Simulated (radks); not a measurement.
The nuclear charge of neutral iridium is varied continuously with 77 electrons held in [Xe] 4f14 5d7 6s2. Method: Dirac Kohn-Sham, PBE, spin-unpolarised, spherical densities, point nucleus; open shells fill j = l - 1/2 first; computed with a radial shooting solver on a logarithmic mesh with Libxc functionals. By the Hellmann-Feynman theorem dE/dZ = E(electron-nucleus)/Z, the electronic potential at the nucleus.

| Z | E (hartree) | E(electron-nucleus)/Z (hartree) | HOMO | e(HOMO) (eV) | <r> HOMO (bohr) |
|---|---|---|---|---|---|
| 76.75 | -17712.9087 | -579.190 | 5d5/2 | -4.084 | 1.823 |
| 77 | -17858.0817 | -582.194 | 6s1/2 | -6.295 | 2.907 |
| 77.25 | -18004.0062 | -585.202 | 6s1/2 | -8.306 | 2.808 |
| 77.5 | -18150.6833 | -588.215 | 6s1/2 | -10.438 | 2.720 |
| 77.75 | -18298.1139 | -591.231 | 6s1/2 | -12.682 | 2.641 |
| 78 | -18446.2994 | -594.253 | 6s1/2 | -15.033 | 2.568 |

The central difference of E at Z = 77 is -582.195 hartree, to compare with the third column; the second derivative is -12 hartree.
